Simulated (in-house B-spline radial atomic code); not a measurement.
Whole-atom quantities along the 47-electron series, configuration 1s2 2s2 2p6 3s2 3p6 3d10 4s2 4p6 4d10 4f5/2(1). Breit and QED terms are first order and not part of the total energy; the density at the nucleus is averaged over the nuclear charge. Computed with a radial B-spline atomic code at the basis-set limit: Dirac-Hartree-Fock, jj configuration that fills j = l - 1/2 first, finite nuclei.

| ion | Z | E/Z² (Eh) | Σ<r²> (bohr²) | n(0)/Z³ (bohr⁻³) | Lamb diamagnetic shielding (ppm) | repulsion over attraction | Breit energy (eV) | self-energy (eV) | vacuum polarisation (eV) |
| --- | --- | --- | --- | --- | --- | --- | --- | --- | --- |
| Sm15+ | 62 | -2.6955 | 9.484 | 2.1025 | 7110.18 | 0.13027 | 249.14 | 196.58 | -29.864 |
| Eu16+ | 63 | ? | ? | ? | ? | ? | ? | ? | ? |
| Gd17+ | 64 | -2.7296 | 8.4224 | 2.2448 | 7425.74 | 0.12684 | 277.82 | 220.87 | -34.52 |
| Tb18+ | 65 | ? | ? | ? | ? | ? | ? | ? | ? |
| Dy19+ | 66 | ? | ? | ? | ? | ? | ? | ? | ? |
| Ho20+ | 67 | -2.7793 | 7.1494 | 2.493 | 7908.99 | 0.12188 | 325.14 | 261.71 | -42.683 |
| Er21+ | 68 | -2.7955 | 6.791 | 2.5792 | 8072.89 | 0.12027 | 342.12 | 276.59 | -45.752 |
| Tm22+ | 69 | -2.8115 | 6.4597 | 2.6809 | 8238.37 | 0.11868 | 359.74 | 292.15 | -49.023 |
| Yb23+ | 70 | -2.8274 | 6.1525 | 2.7701 | 8405.34 | 0.11712 | 377.99 | 308.42 | -52.485 |
| Lu24+ | 71 | -2.8432 | 5.8672 | 2.8677 | 8573.96 | 0.11558 | 396.9 | 325.41 | -56.165 |
| Hf25+ | 72 | -2.8589 | 5.6015 | 2.9846 | 8744.36 | 0.11406 | 416.5 | 343.18 | -60.089 |
| Ta26+ | 73 | -2.8744 | 5.3537 | 3.103 | 8916.51 | 0.11257 | 436.79 | 361.74 | -64.253 |
| W27+ | 74 | -2.8899 | 5.122 | 3.2254 | 9090.48 | 0.1111 | 457.78 | 381.14 | -68.675 |

Problem. Fill in the row of Eu16+.

Solution. E/Z² (Eh): -2.7127; Σ<r²> (bohr²): 8.9279; n(0)/Z³ (bohr⁻³): 2.1728; Lamb diamagnetic shielding (ppm): 7267.34; repulsion over attraction: 0.12854; Breit energy (eV): 263.2; self-energy (eV): 208.45; vacuum polarisation (eV): -32.12.

Problem. Fill in the row of Tb18+.

Solution. E/Z² (Eh): -2.7463; Σ<r²> (bohr²): 7.9609; n(0)/Z³ (bohr⁻³): 2.337; Lamb diamagnetic shielding (ppm): 7585.51; repulsion over attraction: 0.12516; Breit energy (eV): 293; self-energy (eV): 233.87; vacuum polarisation (eV): -37.084.

Problem. Fill in the row of Dy19+.

Solution. E/Z² (Eh): -2.7629; Σ<r²> (bohr²): 7.5381; n(0)/Z³ (bohr⁻³): 2.4018; Lamb diamagnetic shielding (ppm): 7746.5; repulsion over attraction: 0.12351; Breit energy (eV): 308.77; self-energy (eV): 247.48; vacuum polarisation (eV): -39.79.

Problem. With what power of Z does the column «vacuum polarisation (eV)» change over this range?

Solution. A fit of the logarithm of its size against log Z from Z = 62 to 74 has slope 4.70.
